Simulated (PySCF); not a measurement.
Compound: C₄H₈NOSi₂ (doublet state).
Structure used (GFN2-xTB), in Å, numbered top down from 1:
```xyz
16
C4H8NOSi2 angstrom
C      3.3050   -1.3182   -0.6895
C      2.2032   -0.5136   -0.2159
C      1.2813    0.1567    0.1773
Si    -0.1213    1.1762    0.7933
N     -1.5925    0.5032    0.1198
Si    -3.2658    1.1223    0.1981
C     -1.6683   -0.6357   -0.5636
O     -2.7447   -1.0039   -1.0058
H      4.1345   -0.6756   -0.9838
H      2.9922   -1.9108   -1.5491
H      3.6405   -1.9897    0.1007
H     -0.0291    2.5510    0.2998
H     -0.2324    1.0807    2.2519
H     -3.0877    2.4554    0.7772
H     -4.0812    0.2135    0.9837
H     -0.7412   -1.2026   -0.7056
```

The hyperfine couplings belong to this conformer and change with its torsions.

Identity: `CC#C[SiH2]N([SiH2])C=O` [radical].

Theory: UKS B3LYP, pcH-1 on C H N O Si, non-relativistic, mean-field spin-orbit, GIAO (PySCF 2.14.0). The structure is a single GFN2-xTB conformer in the gas phase; no vibrational or solvent corrections. Couplings are sensitive to structure, and on GFN2-xTB geometries they can be far from those on DFT ones, by a factor of two or more for some ions and for spin on atoms past the first row. The SCF solution wasn't tested for stability.

(1) Match the computed a_iso(29Si) values -679.8, -9.3 MHz with the sites Si4; Si6.

Results:

(1) 
| site | a_iso (MHz) | ρ(0) (bohr⁻³) | position | distance from Si6 (Å) | spin population | largest \|T\| (MHz) |
| --- | --- | --- | --- | --- | --- | --- |
| Si4 | -9.3 | +0.0105 | 2 bonds from Si6 | 3.20 | 0.00 | 0.8 |
| Si6 | -679.8 | +0.7662 | largest spin population | 0.00 | +0.89 | 161.7 |

ρ(0) is the spin density at the nucleus and T the dipolar tensor; a_iso includes a spin–orbit part; entries for several nuclei are means. The largest Mulliken spin population is on Si6 (+0.89). The angles at Si6 add up to 327.2°, so it is pyramidal.

The spin density at the nucleus, in bohr⁻³, is negative for N5 (-0.0038), for instance. A restricted open-shell determinant has no negative spin density anywhere; here it arises because α and β orbitals differ (spin polarisation).

Means are taken over nuclei equivalent by connectivity, which assumes that they swap fast. The 1H value of +68.7 MHz is a mean of couplings from 54.6 to 82.9 MHz in this one geometry, not an average over conformers.

Hardware: one thread of an Arm Neoverse V2, no GPU, shared host with 192 logical CPUs at a one-minute load of 40. Cost: 1.7 min wall (grids of density and orbitals included), 1.0 GiB resident at most.
